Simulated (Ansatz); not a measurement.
A structure relaxed at PBE0-D4/def2-TZVP, charge 0, multiplicity 1:

| atom | x (Å) | y (Å) | z (Å) |
| --- | --- | --- | --- |
| C1 | 1.573 | -0.137 | 0.564 |
| C2 | 0.195 | 0.154 | 0.067 |
| C3 | -0.350 | 1.380 | -0.131 |
| Al4 | -1.943 | 0.499 | -0.690 |
| C5 | -0.747 | -1.001 | -0.270 |
| H6 | 1.526 | -0.740 | 1.477 |
| H7 | 2.138 | 0.773 | 0.770 |
| H8 | 2.120 | -0.736 | -0.171 |
| H9 | 0.202 | 2.293 | 0.064 |
| H10 | -3.417 | 0.801 | -1.200 |
| H11 | -0.355 | -1.638 | -1.069 |
| H12 | -0.943 | -1.647 | 0.591 |

(1) Give its formula and SMILES.

(2) Point group (tolerance 0.08 Å, 0.16 Å for H)?

(3) Summarise the bond lengths by kind.

Answers

(1) C4H7Al, `CC1=[CH][AlH][CH2]1`.

(2) Cs.

(3) 3 × C–C 1.356 to 1.528 Å; 6 × C–H 1.085 to 1.095 Å; 2 × Al–C 1.904 to 1.964 Å; 1 × Al–H 1.589 Å.

Program: Ansatz 0.2.0.
